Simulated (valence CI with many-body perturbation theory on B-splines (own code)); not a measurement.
The numbers below are computed, except where a source is named.
# Sensitivity of CI+MBPT for Tb LX

Method: relativistic CI+MBPT: four valence electrons over a frozen Dirac-Fock core [He], radial functions for each j: 6 s, 6 p, 5 d, 3 f, 1 g, with the one-electron correlation potential Σ1, the two-electron term Σ2, the three-electron term Σ3, Breit, model QED; selected CI, second order for the rest (own B-spline code, finite nucleus).

No measured spectrum was set against this ion. As an estimate, large intervals hold to a few tenths of a per cent, small ones and those within an open d or f shell to about a per cent.

The reference run has the lowest level (2s^2 2p1/2^2) J=0 and an ionisation energy of 13659.8 eV. Its largest variational space holds 9489 state functions.

Levels are named by their leading jj configuration (3d3/2^4 stands for four electrons in 3d with j = 3/2), which in mixed levels can hold well under half, so a name can repeat and another be missing. Letters in brackets count levels of one name in rising energy.

Changed runs:
A. Breit term on → off; scale of Σ2 1 → 0.8
B. three-electron term on → off
C. scale of Σ1 1 → 0; scale of Σ2 1 → 0; three-electron term on → off
D. logarithmic knot step 0.27 → 1.1 (bad on purpose)

Excitation energies of the reference run in cm⁻¹, and shifts in cm⁻¹:

```tsv
Level	Reference	A	B	C	D
(2s^2 2p1/2 2p3/2) J=1	6261950	+100493	-33	-932	+375
(2s^2 2p1/2 2p3/2) J=2	6403830	+144591	+205	-963	+377
(2s 2p1/2^2 2p3/2) J=2	8243800	+36787	+331	+3045	-108
(2s 2p1/2^2 2p3/2) J=1	8848890	+20790	+1004	+4949	-106
(2s^2 2p3/2^2) J=2	12809000	+218311	+257	-2096	+750
(2s^2 2p3/2^2) J=0	13231100	+170523	+685	-2281	+756
(2s 2p1/2 2p3/2^2) J=2 [a]	14313200	+122773	+210	+1396	+259
(2s 2p1/2 2p3/2^2) J=3	14645100	+189314	+523	+1899	+263
(2s 2p1/2 2p3/2^2) J=0	15048600	+88328	+716	+1597	+268
(2s 2p1/2 2p3/2^2) J=1 [a]	15204100	+116930	+1091	+4296	+264
(2s 2p1/2 2p3/2^2) J=2 [b]	15284900	+159892	+1163	+3961	+265
(2s 2p1/2 2p3/2^2) J=1 [b]	15313300	+112169	+1030	+2896	+269
Ionisation energy (eV)	13659.8	+25.2	+0.12	-0.32	+0.048
```
